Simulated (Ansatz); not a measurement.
Consider the ligand exchange at the Si–Br bond: `CN(C)[Si]Br` + H–F → `CN(C)[Si]F` + HBr.

Gas-phase electronic energies from Ansatz, PBE0-D4/def2-TZVP geometries. CBS: MP2 limit from def2 TZ/QZ plus the TZ coupled-cluster correction, frozen cores. This one scheme is used for every species. Functionals use def2-TZVPP. B3LYP here is the variant with VWN-RPA as its local correlation; programs differ in this. For Br outer-core shells are correlated without core-valence functions, which leaves a few kJ/mol of doubt a bond. Scalar relativity is left out up to krypton. One conformer a species, not always the lowest.

`CN(C)[Si]Br`:

Cartesian coordinates in Å:
```
C -0.848 -0.450 0.654
N 0.327 0.127 0.042
C 0.179 0.293 -1.393
Si 1.827 0.637 0.684
Br 1.580 0.185 2.912
H -0.704 -0.562 1.727
H -1.722 0.189 0.480
H -1.061 -1.433 0.221
H -0.663 0.955 -1.624
H 1.085 0.731 -1.821
H 0.000 -0.671 -1.882
```

H–F:

Z-matrix (Å, degrees):
```
F
H 1 0.920
```

`CN(C)[Si]F`:

Z-matrix (Å, degrees):
```
C
N 1 1.446
H 1 1.096 2 111.2
H 1 1.094 2 110.1 3 -119.8
H 1 1.096 2 111.2 3 120.4
C 2 1.445 1 113.8 3 -60.2
Si 2 1.710 1 118.4 3 119.8
H 6 1.089 2 110.2 1 -179.9
H 6 1.097 2 110.8 1 -59.6
H 6 1.097 2 110.8 1 59.8
F 7 1.626 2 100.1 1 -180.0
```

HBr:

Cartesian coordinates in Å:
```
Br -0.648 0.214 -0.197
H 0.648 -0.214 0.197
```

**Question.** Is it downhill or uphill in electronic energy at CCSD(T)/CBS, and by how much? (Estimate.)

**Answer.** Ansatz gave: Downhill: ΔE = -0.33 eV.

**Question.** What do these levels give: PBE-D4, B97M-V, ωB97M-V, B3LYP, LC-ωPBE, HF/def2-SVP? (Best estimate.)

**Answer.** Ansatz gave: PBE-D4 -0.28, B97M-V -0.49, ωB97M-V -0.43, B3LYP -0.49, LC-ωPBE -0.47, HF/def2-SVP -0.53 eV.

Largest T1 diagnostic among the species: 0.013.

The D4 term adds +0.09 eV with B3LYP and +0.05 eV with PBE0; it sums over pairs of atoms, weighted by their polarisabilities, and B3LYP, whose exchange is more repulsive, gets the larger term. Leaving LDA and LC-ωPBE aside and taking each functional with its dispersion term where it has one, the values, not all of them listed here, spread over 0.27 eV, from CAM-B3LYP-D4 to revPBE-D4. At CCSD(T), def2-SVP lies −0.12 eV from the extrapolated value and def2-TZVPP −0.06 eV.
